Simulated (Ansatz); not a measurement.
Job for Ansatz (an electronic-structure program): R-CCSD(T)/cc-pVTZ on C2H7Ga (SMILES [CH3][GaH][CH3]), a point of a torsion scan. The run froze 16 orbitals, filled d shells among them.

Ansatz 0.2 input:
```yaml
crystal:
  periodic: [false, false, false]
  atoms:
    - {symbol: C, position_ang: [1.79834698, 0.26693746, 0.20224907]}
    - {symbol: Ga, position_ang: [0.14324696, -0.55618885, -0.64316406]}
    - {symbol: C, position_ang: [-1.50700015, -1.21265642, 0.34475794]}
    - {symbol: H, position_ang: [2.60516879, -0.46712796, 0.28801866]}
    - {symbol: H, position_ang: [2.18301937, 1.10471289, -0.38633310]}
    - {symbol: H, position_ang: [1.57478087, 0.63015694, 1.21044680]}
    - {symbol: H, position_ang: [0.14367139, -0.71754879, -2.23067676]}
    - {symbol: H, position_ang: [-1.70003084, -2.27083293, 0.14573874]}
    - {symbol: H, position_ang: [-2.40169594, -0.66031610, 0.04248394]}
    - {symbol: H, position_ang: [-1.38389635, -1.08903674, 1.42542584]}
basis:
  gaussian:
    orbitals: cc-pVTZ
magnetization: {spin_polarized: false}
correlation: {method: ccsd_t, electrons: outside_noble_gas}
scf: {lower_state_search: off}
```

Give the final energy of this run.

-2003.6192 hartree (reference determinant -2003.1157, T1 diagnostic 0.009).

How many basis functions does it have, and what does it roughly cost on one machine?

201 functions; around 90 core-seconds (rough).
